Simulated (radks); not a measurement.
Values are calculated unless marked as measured or tabulated.
Problem. The nitrogen anion N2-, [He] 2s2 2p5, held by a Watson sphere: a shell of charge +2 at radius R that stands for the Madelung well of a crystal (potential energy -2/R inside, -2/r outside, in hartree with lengths in bohr). Level of theory: scalar-relativistic Kohn-Sham, LDA (Slater exchange, VWN5 correlation), spin-polarised, spherical densities, point nucleus; open shells are filled with parallel spins first (a radial shooting solver on a logarithmic mesh with Libxc functionals). Response by self-consistent Sternheimer equations with the Hartree and adiabatic LDA kernel, the relativistic mass of each level held fixed and spin-orbit coupling left out. The sphere does not respond.

R (bohr)  e(2s down) (eV)  e(2p up) (eV)  e(2p down) (eV)  <r> 2p (bohr)  sum of <r^2> (bohr^2)  X-ray form factor at sin(theta)/lambda = 0.2 1/angstrom  alpha (bohr^3)
1.87              -18.023         -8.044           -7.048          1.683                  22.58                                                    5.085           15.64
2.53              -15.722         -6.225           -5.312          1.904                  27.99                                                    4.776           29.12
2.66              -15.363         -5.924           -5.020          1.947                  29.07                                                    4.737           32.87
3.3               -13.957         -4.695           -3.814          2.169                  34.61                                                    4.616           59.30
3.36              -13.852         -4.600           -3.719          2.191                  35.15                                                    4.609           62.65
3.56              -13.527         -4.306           -3.422          2.267                  37.01                                                    4.591           75.29
3.79              -13.199         -4.009           -3.117          2.361                  39.24                                                    4.576           93.17
3.96              -12.983         -3.816           -2.913          2.436                  40.97                                                    4.569           109.4

Estimate the row for R = 1.76 bohr.

Solution. e(2s down) (eV) -18.484; e(2p up) (eV) -8.391; e(2p down) (eV) -7.375; <r> 2p (bohr) 1.645; sum of <r^2> (bohr^2) 21.67; X-ray form factor at sin(theta)/lambda = 0.2 1/angstrom 5.159; alpha (bohr^3) 14.09.
